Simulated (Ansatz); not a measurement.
Total energies of B6As5H18⁻, a cluster cut from wurtzite BAs (hydrogen-capped) from Ansatz at PBE0-D4/def2-TZVP, gas phase (1 Eh = 27.2114 eV = 2625.5 kJ/mol). The reference geometry is relaxed at PBE-D4/def2-SVP.

```xyz
29

B     1.105    1.503   -1.755
As    0.024    1.953   -0.046
As   -1.893   -0.242   -1.701
B    -1.845    1.005   -0.059
B     1.038    1.586    1.723
As   -1.957   -0.161    1.638
As    1.387   -0.552   -1.632
B    -0.371   -1.582   -2.062
B     2.387   -1.166    0.074
As    1.323   -0.472    1.708
B    -0.452   -1.483    2.118
H     0.444    1.784   -2.757
H     2.184    2.082   -1.678
H    -0.351    3.438   -0.089
H    -2.136    0.680   -2.890
H    -3.259   -0.941   -1.710
H    -2.791    1.778   -0.096
H     2.121    2.161    1.658
H     0.341    1.914    2.683
H    -2.242    0.817    2.772
H    -3.323   -0.858    1.630
H     2.312   -0.900   -2.800
H    -0.446   -1.898   -3.246
H    -0.551   -2.507   -1.280
H     3.476   -0.594    0.081
H     2.449   -2.392    0.104
H     2.201   -0.764    2.927
H    -0.603   -2.442    1.372
H    -0.572   -1.745    3.311
```

| state | geometry | energy (Eh) |
| --- | --- | --- |
| charge -1 singlet | reference | -11338.00255 |
| charge 0 doublet | reference | -11337.81901 |
| charge 0 doublet | relaxed at PBE-D4/def2-SVP | -11337.84006 |

Single mean-field runs in def2-TZVP are fitted with def2-universal-jkfit.

Task: Work out the vertical ionisation energy to the doublet.

Result: E(charge 0 doublet) − E(charge -1 singlet) = -11337.81901 − (-11338.00255) = 0.18354 Eh = 4.99 eV. For comparison, −ε of the highest occupied level is 3.57 eV at this level, 1.42 eV less.

Task: How much does the charge 0 doublet relax, and what is the adiabatic ionisation energy?

Result: Relaxation: -11337.81901 − (-11337.84006) = 0.02105 Eh = 0.57 eV. Adiabatic ionisation energy: 0.16249 Eh = 4.42 eV, without zero-point energy.
